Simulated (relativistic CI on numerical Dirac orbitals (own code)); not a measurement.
Hyperfine structure of Cs XXIX, mass number 135

Computed by Dirac-Coulomb-Breit CI, KLI orbitals optimised for each configuration, model QED (radiative potential, 1s self-energy scaled to tabulated hydrogen-like ionisation energies), unscaled Slater integrals (own radial code, finite nucleus).

Configuration list (outside the closed core [Ne]): 3s²3p⁶3d⁹, 3s²3p⁵3d¹⁰, 3s3p⁶3d¹⁰, 3s²3p⁶3d⁸4s, 3s²3p⁶3d⁸4p, 3s²3p⁶3d⁸4d, 3s²3p⁴3d¹⁰4s, 3s²3p⁶3d⁸4f, 3s²3p⁵3d⁹4s, 3s²3p⁴3d¹⁰4p, 3s²3p⁶3d⁷4s², 3s²3p⁵3d⁹4p, 3s²3p⁴3d¹⁰4d, 3s3p⁵3d¹⁰4s, 3s²3p⁶3d⁷4s4p, 3s3p⁵3d¹⁰4p. Levels of other configurations are missing.

Nuclear spin I = 7/2, μ = 2.7283 μN, Q = 0.048 b (tables of Stone and Pyykkö). The electronic factors are computed for point nuclear moments, without core polarisation or the Bohr-Weisskopf and QED corrections.

```json
{"Level": "3s²3p⁶3d⁹ ²D5/2", "E (10³ cm⁻¹)": "0.0", "A (GHz)": "9.555", "B (GHz)": "-1.19"}
{"Level": "3s²3p⁶3d⁹ ²D3/2", "E (10³ cm⁻¹)": "120.2", "A (GHz)": "23.52", "B (GHz)": "-0.906"}
{"Level": "3s²3p⁵3d¹⁰ ²P°3/2", "E (10³ cm⁻¹)": "2140.5", "A (GHz)": "47.61", "B (GHz)": "-5.57"}
{"Level": "3s²3p⁵3d¹⁰ ²P°1/2", "E (10³ cm⁻¹)": "2715.1", "A (GHz)": "315.3", "B (GHz)": ""}
{"Level": "3s3p⁶3d¹⁰ ²S1/2", "E (10³ cm⁻¹)": "3909.1", "A (GHz)": "1033", "B (GHz)": ""}
{"Level": "3s²3p⁶3d⁸4s ⁴F9/2", "E (10³ cm⁻¹)": "5308.3", "A (GHz)": "45.1", "B (GHz)": "-0.729"}
{"Level": "3s²3p⁶3d⁸4s ²F7/2", "E (10³ cm⁻¹)": "5324.7", "A (GHz)": "-25.01", "B (GHz)": "-0.664"}
{"Level": "3s²3p⁶3d⁸4s ²D3/2", "E (10³ cm⁻¹)": "5367.7", "A (GHz)": "-52.59", "B (GHz)": "0.385"}
```

Levels with J = 0, under 50 % of one LS term, or S terms without an open s electron are left out. Small factors come from cancelling terms and can be off by tens of per cent or more.

At this charge energies of transitions that change n are usually good to better than 1 %, and those within a shell (Δn = 0) to a few per cent.

Problem. Give the hyperfine levels of 3s²3p⁶3d⁹ ²D5/2 relative to its centre of gravity.

Solution. With K = F(F + 1) − I(I + 1) − J(J + 1), E = AK/2 + B[¾K(K + 1) − I(I + 1)J(J + 1)]/[2I(2I − 1)J(2J − 1)]: F = 1: -108.1, F = 2: -88.68, F = 3: -59.63, F = 4: -21.14, F = 5: 26.59, F = 6: 83.31 GHz.

LS names give the leading component of a level, which can be under half, so a name can repeat, a term be missing and a line seem to break the LS rules.
